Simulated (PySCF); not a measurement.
CH2F, charge +1, multiplicity 1.

```xyz
4

C      0.0000     0.0000    -0.5899
F      0.0000     0.0000     0.6356
H      0.0000     0.9768    -1.0904
H      0.0000    -0.9768    -1.0904
```
Charge +1, spin multiplicity 1.

Geometry optimised at PBE0-D3(BJ)/def2-TZVPD. The spin state was assumed, not searched. The isomer is the one that the SMILES or the coordinates give; other isomers of the formula were not compared.

These are PBE/pcSseg-2 in PySCF values and carry that method's errors. Non-relativistic, no solvent.

Q: Give the absolute GIAO shielding of each atom: isotropic value and principal components (ppm). (An estimate is asked for; the answer gives what the named calculation found.)

A: 
```json
[
 {"atom": "C1", "σ(iso)": "-118.0", "σ11": "-328.8", "σ22": "-105.3", "σ33": "80.0", "span": "408.8"},
 {"atom": "F2", "σ(iso)": "-232.3", "σ11": "-760.2", "σ22": "-451.7", "σ33": "514.9", "span": "1275.0"},
 {"atom": "H3", "σ(iso)": "20.8", "σ11": "17.0", "σ22": "21.0", "σ33": "24.4", "span": "7.4"},
 {"atom": "H4", "σ(iso)": "20.8", "σ11": "17.0", "σ22": "21.0", "σ33": "24.4", "span": "7.4"}
]
```
